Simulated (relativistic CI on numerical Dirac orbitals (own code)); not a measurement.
Radial parameters of Sn XXXIV

Method of calculation: Dirac-Coulomb-Breit CI, orbitals from a KLI potential per configuration, QED by a radiative potential, unscaled Slater integrals (own radial code, finite nucleus).

Slater integrals F^k, G^k are unscaled and averaged over j, outside the closed core [Ne]; ζ comes from projecting the Hamiltonian with its Breit term on Σ l·s of the shell.

- 3s2 3p5: ζ(3p) = 290690 cm⁻¹; <r>(3p) = 0.2987, <r^2>(3p) = 0.103 (bohr units).
- 3s2 3p4 3d: F^2(3p,3p) = 331150, ζ(3p) = 290300, F^2(3p,3d) = 332750, G^1(3p,3d) = 352620, G^3(3p,3d) = 236480, ζ(3d) = 38038 cm⁻¹; <r>(3p) = 0.299, <r^2>(3p) = 0.1032, <r>(3d) = 0.2655, <r^2>(3d) = 0.08153 (bohr units).
- 3s 3p5 3d: G^1(3s,3p) = 418740, ζ(3p) = 290170, G^2(3s,3d) = 264170, F^2(3p,3d) = 332510, G^1(3p,3d) = 352520, G^3(3p,3d) = 236370, ζ(3d) = 38291 cm⁻¹; <r>(3s) = 0.3076, <r^2>(3s) = 0.1077, <r>(3p) = 0.2992, <r^2>(3p) = 0.1033, <r>(3d) = 0.2658, <r^2>(3d) = 0.08169 (bohr units).

Averages of the first 10 configurations, taken without configuration mixing, which lowers the lowest level and can move excited configurations by several eV; other configurations of the list can lie among them:

```
Configuration  Parity  States  Average energy above the lowest level (eV)
      3s2 3p5     odd       6                                        26.0
       3s 3p6    even       2                                       182.5
   3s2 3p4 3d    even     150                                       201.0
    3s 3p5 3d     odd     120                                       351.3
       3p6 3d    even      10                                       515.9
   3s 3p4 3d2    even    1350                                       525.5
3s2 3p3 3d 4p    even    1200                                      1233.0
       3p6 4s    even       2                                      1319.1
 3s 3p4 3d 4s    even     600                                      1320.7
   3s2 3p4 4s    even      30                                      1002.0
```
